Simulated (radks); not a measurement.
In I, configuration [Kr] 4d10 5s2 5p0.75 6s0.25 (fractional occupations, a model configuration). Calculated with a radial shooting solver on a logarithmic mesh with Libxc functionals: non-relativistic Kohn-Sham, LDA (Slater exchange, Perdew-Wang correlation), spin-unpolarised, spherical densities, point nucleus; relativity is left out, which matters for an element this heavy.

X-ray form factor f0, the Fourier transform of the density (f0(0) = 49):

sin(theta)/lambda (1/angstrom),f0 (electrons)
0.05,47.831
0.1,45.455
0.15,42.562
0.2,39.571
0.25,36.672
0.3,33.937
0.4,29.113
0.5,25.284
0.6,22.400
0.8,18.559
1,15.852
1.25,12.879
1.5,10.294
2,6.927
